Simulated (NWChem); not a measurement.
The numbers come from NWChem runs, not from measurements. System: H₆B₂, charge 1, spin multiplicity 2, at the geometry of a parent with another charge or spin, in a state set for the comparison that need not be this species' ground state. Its SCF solution wasn't tested for a lower state. Level: UHF/def2-TZVP.

Output (cleaned and shortened):

```
             Northwest Computational Chemistry Package (NWChem) 7.3.0
             --------------------------------------------------------

                                NWChem Input Module
                                -------------------

 Scaling coordinates for geometry "geometry" by  1.889725989
 (inverse scale =  0.529177249)

 Turning off AUTOSYM since
 SYMMETRY directive was detected!

                             Geometry "geometry" -> ""
                             -------------------------

 Output coordinates in angstroms (scale by  1.889725989 to convert to a.u.)

  No.       Tag          Charge          X              Y              Z
 ---- ---------------- ---------- -------------- -------------- --------------
    1 B                    5.0000     0.00000000     0.00000000     0.88853300
    2 B                    5.0000     0.00000000     0.00000000    -0.88853300
    3 H                    1.0000     0.00000000    -0.98832800     0.00000000
    4 H                    1.0000     1.04936100     0.00000000     1.47347800
    5 H                    1.0000    -1.04936100     0.00000000     1.47347800
    6 H                    1.0000     0.00000000     0.98832800     0.00000000
    7 H                    1.0000     1.04936100     0.00000000    -1.47347800
    8 H                    1.0000    -1.04936100     0.00000000    -1.47347800

 Effective nuclear repulsion energy (a.u.)      31.7896694091

            Nuclear Dipole moment (a.u.)
            ----------------------------
        X                 Y               Z
 ---------------- ---------------- ----------------
     0.0000000000     0.0000000000     0.0000000000

      Symmetry information
      --------------------

 Group name             D2h
 Group number             26
 Group order               8
 No. of unique centers     3

      Symmetry unique atoms

     1    3    4


 Summary of "ao basis" -> "" (spherical)
 ------------------------------------------------------------------------------
       Tag                 Description            Shells   Functions and Types
 ---------------- ------------------------------  ------  ---------------------
 *                         def2-tzvp                  on all atoms

 Summary of "ao basis" -> "ao basis" (spherical)
 ------------------------------------------------------------------------------
       Tag                 Description            Shells   Functions and Types
 ---------------- ------------------------------  ------  ---------------------
[...]
   Bfn.  Coefficient  Atom+Function         Bfn.  Coefficient  Atom+Function
  ----- ------------  ---------------      ----- ------------  ---------------
     5      2.379182  1 B  s                 36      2.379182  2 B  s
     4     -1.117752  1 B  s                 35     -1.117752  2 B  s
    71     -0.729354  4 H  s                 77     -0.729354  5 H  s
    89     -0.729354  7 H  s                 95     -0.729354  8 H  s
    65     -0.470694  3 H  s                 83     -0.470694  6 H  s

 center of mass
 --------------
 x =   0.00000000 y =   0.00000000 z =   0.00000000

 moments of inertia (a.u.)
 ------------------
         100.364324970616           0.000000000000           0.000000000000
           0.000000000000         109.185671683834           0.000000000000
           0.000000000000           0.000000000000          22.883278564855

  Mulliken analysis of the total density
  --------------------------------------

    Atom       Charge   Shell Charges
 -----------   ------   -------------------------------------------------------
    1 B    5     5.18   0.91  1.06  0.50  0.58  0.06  0.91  0.94  0.09  0.04  0.07  0.01
    2 B    5     5.18   0.91  1.06  0.50  0.58  0.06  0.91  0.94  0.09  0.04  0.07  0.01
    3 H    1     0.78   0.25  0.49  0.02  0.02
    4 H    1     0.77   0.22  0.46  0.08  0.01
    5 H    1     0.77   0.22  0.46  0.08  0.01
    6 H    1     0.78   0.25  0.49  0.02  0.02
    7 H    1     0.77   0.22  0.46  0.08  0.01
    8 H    1     0.77   0.22  0.46  0.08  0.01

  Mulliken analysis of the alpha density
  --------------------------------------

    Atom       Charge   Shell Charges
 -----------   ------   -------------------------------------------------------
    1 B    5     2.61   0.46  0.53  0.25  0.26  0.03  0.50  0.48  0.04  0.03  0.04  0.01
    2 B    5     2.61   0.46  0.53  0.25  0.26  0.03  0.50  0.48  0.04  0.03  0.04  0.01
    3 H    1     0.40   0.13  0.25  0.01  0.01
    4 H    1     0.50   0.15  0.30  0.04  0.01
    5 H    1     0.50   0.15  0.30  0.04  0.01
    6 H    1     0.40   0.13  0.25  0.01  0.01
    7 H    1     0.50   0.15  0.30  0.04  0.01
    8 H    1     0.50   0.15  0.30  0.04  0.01

   Mulliken analysis of the beta density
   -------------------------------------

    Atom       Charge   Shell Charges
 -----------   ------   -------------------------------------------------------
    1 B    5     2.57   0.46  0.53  0.26  0.32  0.03  0.41  0.46  0.05  0.02  0.03  0.00
    2 B    5     2.57   0.46  0.53  0.26  0.32  0.03  0.41  0.46  0.05  0.02  0.03  0.00
    3 H    1     0.39   0.13  0.24  0.01  0.01
    4 H    1     0.27   0.08  0.15  0.04  0.01
    5 H    1     0.27   0.08  0.15  0.04  0.01
    6 H    1     0.39   0.13  0.24  0.01  0.01
    7 H    1     0.27   0.08  0.15  0.04  0.01
    8 H    1     0.27   0.08  0.15  0.04  0.01

   Mulliken analysis of the spin density
   -------------------------------------

    Atom       Charge   Shell Charges
 -----------   ------   -------------------------------------------------------
    1 B    5     0.04  -0.00  0.00 -0.01 -0.05 -0.00  0.09  0.01 -0.02  0.01  0.01  0.00
    2 B    5     0.04  -0.00  0.00 -0.01 -0.05 -0.00  0.09  0.01 -0.02  0.01  0.01  0.00
    3 H    1     0.01   0.00  0.01  0.00 -0.00
    4 H    1     0.22   0.07  0.15  0.00  0.00
    5 H    1     0.22   0.07  0.15  0.00  0.00
    6 H    1     0.01   0.00  0.01  0.00 -0.00
    7 H    1     0.22   0.07  0.15  0.00  0.00
    8 H    1     0.22   0.07  0.15  0.00  0.00

       Multipole analysis of the density wrt the origin
       ------------------------------------------------

     L   x y z        total         alpha         beta         nuclear
     -   - - -        -----         -----         ----         -------
     0   0 0 0      1.000000     -8.000000     -7.000000     16.000000

     1   1 0 0      0.000000      0.000000      0.000000      0.000000
     1   0 1 0     -0.000000     -0.000000     -0.000000      0.000000
     1   0 0 1     -0.000000     -0.000000      0.000000      0.000000

     2   2 0 0     -8.158691    -14.045278     -9.842644     15.729231
     2   1 1 0      0.000000      0.000000     -0.000000      0.000000
     2   1 0 1     -0.000000     -0.000000     -0.000000      0.000000
     2   0 2 0     -9.383308     -8.319965     -8.039719      6.976376
     2   0 1 1      0.000000      0.000000      0.000000      0.000000
     2   0 0 2     -5.485543    -35.830814    -28.861041     59.206313

 Task  times  cpu:        1.2s     wall:        1.2s

 Total times  cpu:        1.3s     wall:        1.3s
```

Task: Write an NWChem input that would produce this output.

Result: Several could match; the one computed here: 
```
start mol
memory heap 200 mb stack 900 mb global 1100 mb
charge 1
geometry units angstroms nocenter noautoz
  B      0.000000     0.000000     0.888533
  B      0.000000     0.000000    -0.888533
  H      0.000000    -0.988328     0.000000
  H      1.049361     0.000000     1.473478
  H     -1.049361     0.000000     1.473478
  H      0.000000     0.988328     0.000000
  H      1.049361     0.000000    -1.473478
  H     -1.049361     0.000000    -1.473478
  symmetry group D2h
end
basis spherical
  * library def2-tzvp
end
scf
  uhf
  nopen 1
  maxiter 100
  thresh 1e-7
  semidirect memsize 60000000 filesize 0
  # guess.movecs holds the orbitals of an unrestricted PBE0 run
  vectors input guess.movecs output mol.movecs
end
task scf energy
```
